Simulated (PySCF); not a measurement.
Isomers of C4H7FO2.

All values: CAM-B3LYP/def2-SVPD (PySCF) at GFN2-xTB geometries, gas phase, one conformer each. Core orbitals are frozen in the response; Δα² is half the sum of the squared differences of the principal polarisabilities.

(1) Rank by polarisability anisotropy Δα, lowest first.
A. `[CH3:1][C@@H:2]1[O:3][CH2:4][C@@H:5]([F:6])[O:7]1` with C1–C2–O3–C4 -154°, C2–O3–C4–C5 20°, O3–C4–C5–F6 -117°, C4–C5–O7–C2 -22°
B. `[CH3:1][O:2][C@@H:3]([CH:4]=[O:5])[CH2:6][F:7]` with C1–O2–C3–C4 165°, O2–C3–C4–O5 161°, O2–C3–C6–F7 87°
C. `[CH3:1][C@@H:2]1[O:3][CH2:4][C@H:5]([F:6])[O:7]1` with C1–C2–O3–C4 -90°, C2–O3–C4–C5 -19°, O3–C4–C5–F6 117°, C4–C5–O7–C2 22°
D. `[CH2:1]=[CH:2][O:3][CH2:4][O:5][CH2:6][F:7]` with C1–C2–O3–C4 -172°, C2–O3–C4–O5 68°, O3–C4–O5–C6 68°, C4–O5–C6–F7 73°

(2) Rank by HOMO–LUMO gap, highest first.
A. `[CH3:1][C@@H:2]1[O:3][CH2:4][C@H:5]([F:6])[O:7]1` with C1–C2–O3–C4 -90°, C2–O3–C4–C5 -19°, O3–C4–C5–F6 117°, C4–C5–O7–C2 22°
B. `[CH3:1][O:2][C@@H:3]([CH:4]=[O:5])[CH2:6][F:7]` with C1–O2–C3–C4 165°, O2–C3–C4–O5 161°, O2–C3–C6–F7 87°
C. `[CH3:1][C@@H:2]1[O:3][CH2:4][C@@H:5]([F:6])[O:7]1` with C1–C2–O3–C4 -154°, C2–O3–C4–C5 20°, O3–C4–C5–F6 -117°, C4–C5–O7–C2 -22°
D. `[CH2:1]=[CH:2][O:3][CH2:4][O:5][CH2:6][F:7]` with C1–C2–O3–C4 -172°, C2–O3–C4–O5 68°, O3–C4–O5–C6 68°, C4–O5–C6–F7 73°
E. `[CH3:1][O:2][C@@H:3]1[CH2:4][C@@H:5]([F:6])[O:7]1` with C1–O2–C3–C4 173°

(3) Rank by mean static polarisability, highest first.
A. `[CH3:1][O:2][C@@H:3]([CH:4]=[O:5])[CH2:6][F:7]` with C1–O2–C3–C4 165°, O2–C3–C4–O5 161°, O2–C3–C6–F7 87°
B. `[CH3:1][C@@H:2]1[O:3][CH2:4][C@@H:5]([F:6])[O:7]1` with C1–C2–O3–C4 -154°, C2–O3–C4–C5 20°, O3–C4–C5–F6 -117°, C4–C5–O7–C2 -22°
C. `[CH2:1]=[CH:2][O:3][CH2:4][O:5][CH2:6][F:7]` with C1–C2–O3–C4 -172°, C2–O3–C4–O5 68°, O3–C4–O5–C6 68°, C4–O5–C6–F7 73°

Results:

(1) C (1.48 Å³), A (2.00 Å³), B (2.52 Å³), D (3.69 Å³).

(2) E (11.14 eV), C (10.90 eV), A (10.70 eV), D (9.75 eV), B (9.24 eV).

(3) C (9.02 Å³), A (8.45 Å³), B (8.20 Å³).

All values together:

```
               SMILES  μ (D)  HOMO (eV)  LUMO (eV)  α (Å³)  Δα (Å³)
      CO[C@@H](C=O)CF   2.18      -9.38      -0.14    8.45     2.52
CO[C@@H]1C[C@@H](F)O1   2.06      -9.75       1.39    8.31     2.38
 C[C@@H]1OC[C@H](F)O1   0.90      -9.43       1.26    8.05     1.48
             C=COCOCF   1.39      -8.51       1.25    9.02     3.69
C[C@@H]1OC[C@@H](F)O1   1.17      -9.56       1.34    8.20     2.00
```

Conformers: `[CH3:1][O:2][C@@H:3]([CH:4]=[O:5])[CH2:6][F:7]` with C1–O2–C3–C4 165°, O2–C3–C4–O5 161°, O2–C3–C6–F7 87°; `[CH3:1][O:2][C@@H:3]1[CH2:4][C@@H:5]([F:6])[O:7]1` with C1–O2–C3–C4 173°; `[CH3:1][C@@H:2]1[O:3][CH2:4][C@H:5]([F:6])[O:7]1` with C1–C2–O3–C4 -90°, C2–O3–C4–C5 -19°, O3–C4–C5–F6 117°, C4–C5–O7–C2 22°; `[CH2:1]=[CH:2][O:3][CH2:4][O:5][CH2:6][F:7]` with C1–C2–O3–C4 -172°, C2–O3–C4–O5 68°, O3–C4–O5–C6 68°, C4–O5–C6–F7 73°; `[CH3:1][C@@H:2]1[O:3][CH2:4][C@@H:5]([F:6])[O:7]1` with C1–C2–O3–C4 -154°, C2–O3–C4–C5 20°, O3–C4–C5–F6 -117°, C4–C5–O7–C2 -22°.
